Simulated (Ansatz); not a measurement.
Relaxation of F3H3NSi (8 atoms, charge 0, multiplicity 2), to a largest force component of 0.03 eV/Å in at most 50 steps.

Theory: UKS PBE0-D4/def2-SVP in Ansatz.

```xyz
8
Properties=species:S:1:pos:R:3:forces:R:3
Si -0.022 0.021 -0.070 -0.07 -0.08 -0.23
F -0.097 0.001 1.524 0.06 -0.06 -0.11
F 1.522 -0.020 -0.480 0.04 0.00 -0.01
H -0.681 1.208 -0.621 -0.01 0.01 0.01
F -0.710 -1.321 -0.609 0.04 0.07 0.03
N -0.343 0.245 3.994 -0.04 -0.02 0.37
H -0.249 -0.786 3.960 0.03 0.14 -0.04
H 0.643 0.547 3.916 -0.05 -0.07 -0.03
```

Where does it end, and by what steps?

It converged. The force dipped under the threshold on the way, but the program's further checks kept it going. After 11 steps the energy has fallen by 0.075 eV; N6 moved furthest, 0.55 Å.

| step | energy less start (eV) | largest force component (eV/Å) | accepted |
| --- | --- | --- | --- |
| 0 | 0.0000 | 0.370 | yes |
| 1 | -0.0303 | 0.894 | yes |
| 2 | -0.0281 | 1.094 | no |
| 3 | -0.0578 | 0.659 | yes |
| 4 | -0.0696 | 0.148 | yes |
| 5 | -0.0739 | 0.018 | yes |
| 6 | 0.0885 | 3.149 | no |
| 7 | -0.0742 | 0.089 | yes |
| 8 | -0.0744 | 0.089 | yes |
| 9 | -0.0748 | 0.006 | yes |
| 10 | -0.0724 | 0.374 | no |
| 11 | -0.0749 | 0.009 | yes |

```xyz
8
Properties=species:S:1:pos:R:3
Si 0.023 0.000 -0.155
F 0.112 -0.056 1.446
F 1.517 0.001 -0.720
H -0.711 1.190 -0.591
F -0.697 -1.339 -0.645
N -0.175 0.132 4.508
H -0.504 -0.633 3.895
H 0.498 0.598 3.876
```

Whether the end is a true minimum wasn't checked by a vibrational analysis.

Time of the run: 21 s on 4 threads of Arm Neoverse V1, with other jobs on the host, peak memory 0.24 GiB.
